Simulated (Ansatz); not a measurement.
Molecule: C₃HF₄, charge 0, multiplicity 2. It need not be the lowest isomer of its formula. SMILES: F/C=[C]/C(F)(F)F
Geometry from a B3LYP-D3(BJ)/def2-TZVP (Ansatz, a quantum-chemistry and plane-wave program) optimisation:
```xyz
8

F      2.1740    -0.0222     1.1220
C      1.8432    -0.3851    -0.1321
C      0.6295    -0.3192    -0.6004
C     -0.7471     0.0538    -0.2489
F     -0.8237     0.4978     1.0228
F     -1.2134     1.0311    -1.0482
F     -1.5869    -0.9915    -0.3646
H      2.6967    -0.7346    -0.6999
```
Charge 0, spin multiplicity 2.

Property: atomisation energy (electronic, to ground-state atoms), in kcal/mol. Cores are frozen in the correlated levels unless marked. UHF or UKS for open shells. Spin-orbit coupling is left out. Non-relativistic unless marked X2C. The coupled-cluster limit lacks core correlation, which all-electron functionals hold. CBS marks a two-point X^-3 extrapolation of the correlation energy; Hartree-Fock from the larger set. The bracket is a focal-point correction in the basis named.

| level | program | atomisation energy (kcal/mol) |
|---|---|---|
| HF/6-31G* | Ansatz | 531.5 |
| HF/cc-pVDZ | Ansatz | 512.1 |
| PBE/def2-TZVPD | Ansatz | 832.5 |
| PBE-D4/def2-TZVPD | Ansatz + dftd4 | 835.8 |
| r2SCAN-D4/def2-TZVPD | Ansatz + dftd4 | 799.7 |
| PBE0-D3(BJ)/def2-TZVP | Ansatz + dftd3 | 799.1 |
| r2SCANh/def2-TZVPD | Ansatz | 786.6 |
| B2PLYP/def2-TZVPD | Ansatz | 777.7 |
| PBE-QIDH/def2-TZVPD | Ansatz | 783.2 |
| RI-MP2/cc-pVTZ | Ansatz | 792.1 |
| SCS-MP2/cc-pVQZ | Ansatz | 781.4 |
| CCSD/cc-pVTZ | Ansatz | 740.3 |
| X2C-CCSD(T)/cc-pVTZ-DK | Ansatz | 758.8 |
| RI-MP2/CBS(cc-pVTZ,cc-pVQZ)+[CCSD(T)-MP2]/cc-pVTZ | Ansatz | 783.3 |
| CCSD(T)/CBS(cc-pVTZ,cc-pVQZ) | Ansatz | 783.5 |

The UHF reference is spin-contaminated (<S^2> 0.19 over the pure value in the largest basis).
